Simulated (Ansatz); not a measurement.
Consider the ligand exchange at the Si–C bond: `[AlH2][O]C[SiH2][SiH3]` + `[OH][SnH3]` → `[SiH3][SiH2][O][SnH3]` + `C[O][AlH2]`.

Computed with Ansatz on PBE0-D4/def2-TZVP structures; ΔE is electronic, products minus reactants. CBS: MP2 limit from def2 TZ/QZ plus the TZ coupled-cluster correction, frozen cores. Functionals use def2-TZVPP. B3LYP here is the variant with VWN-RPA as its local correlation; programs differ in this. def2 core potentials past Kr. For Sn outer-core shells are correlated without core-valence functions, which leaves a few kJ/mol of doubt a bond. Each species was taken in one conformer, which may not be the lowest.

(1) Is it downhill or uphill in electronic energy at CCSD(T)/CBS, and by how much? (Best estimate.)

(2) What do these levels give: r2SCAN-D4, B3LYP-D4, ωB97X-V, B2PLYP, PBE, r2SCAN, PBE0, CCSD/def2-TZVPP, CCSD(T)/def2-TZVPP, MP2/def2-QZVPP, SCS-MP2/def2-QZVPP, MP2/CBS(def2)? (Estimate.)

Largest T1 diagnostic among the species: 0.014.

Results:

(1) The calculation gave: Downhill: ΔE = -118.8 kJ/mol.

(2) The calculation gave: r2SCAN-D4 -114.0, B3LYP-D4 -118.0, ωB97X-V -116.6, B2PLYP -121.5, PBE -100.8, r2SCAN -114.4, PBE0 -108.8, CCSD/def2-TZVPP -122.3, CCSD(T)/def2-TZVPP -118.7, MP2/def2-QZVPP -121.8, SCS-MP2/def2-QZVPP -126.1, MP2/CBS(def2) -121.2 kJ/mol.

In def2-TZVPP, CCSD(T) changes the Hartree–Fock value by +24.7 kJ/mol (the triples alone add +3.6 kJ/mol) and MP2 by +22.3 kJ/mol. From PBE to PBE0 (25 % exact exchange), in def2-TZVPP and without D4, ΔE moves by −8.0 kJ/mol.
